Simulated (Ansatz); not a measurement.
Species: C₂H₂F₂, SMILES `F/C=C/F` (charge 0, multiplicity 1).

Question: Give a relaxed geometry from Ansatz (a quantum-chemistry and plane-wave program) with PBE-D3(BJ)/def2-TZVP.

Answer: the end point of this relaxation (outside a Z-matrix the atoms follow the SMILES, hydrogens last).
Bonds (Å): F1–C2 1.351, C2–C3 1.331, C2–H5 1.090, C3–F4 1.351, C3–H6 1.090. Angles (°): F1–C2–C3 120.3, F1–C2–H5 114.5, C3–C2–H5 125.2, C2–C3–F4 120.3, C2–C3–H6 125.2, F4–C3–H6 114.5.
